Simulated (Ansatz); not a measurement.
`CO[SiH](F)[O][GeH3]` + `C[SeH]` → `C[Se][GeH3]` + `CO[SiH](O)F`  (ligand exchange at a Ge–O bond)

Computed with Ansatz on PBE0-D4/def2-TZVP structures; ΔE is electronic, products minus reactants. CCSD(T)/CBS adds triple-zeta CCSD(T) − MP2 to the extrapolated MP2 energy (def2 sets, frozen cores). Functionals use def2-TZVPP. For Ge, Se outer-core shells are correlated without core-valence functions, which leaves a few kJ/mol of doubt a bond. Scalar relativity is left out up to krypton. Each species was taken in one conformer, which may not be the lowest.

```json
{"species": "`CO[SiH](F)[O][GeH3]`", "BHLYP energy (Eh)": "-2659.27220"}
{"species": "`C[SeH]`", "BHLYP energy (Eh)": "-2442.03495"}
{"species": "`C[Se][GeH3]`", "BHLYP energy (Eh)": "-4520.23902"}
{"species": "`CO[SiH](O)F`", "BHLYP energy (Eh)": "-581.07242"}
```

(1) Work out ΔE.

Largest T1 diagnostic among the species: 0.012.

## Answers

(1) ΔE = (-4520.23902) + (-581.07242) − (-2659.27220) − (-2442.03495) = -0.00429 Eh = -2.7 kcal/mol. CCSD(T)/CBS gives -4.2 kcal/mol.

At CCSD(T), def2-SVP lies +4.0 kcal/mol from the extrapolated value and def2-TZVPP +1.4 kcal/mol. In def2-TZVPP, CCSD(T) changes the Hartree–Fock value by −2.5 kcal/mol (the triples alone add −0.4 kcal/mol) and MP2 by −3.5 kcal/mol. From BLYP to BHLYP (50 % exact exchange), in def2-TZVPP and without D4, ΔE moves by +1.3 kcal/mol.
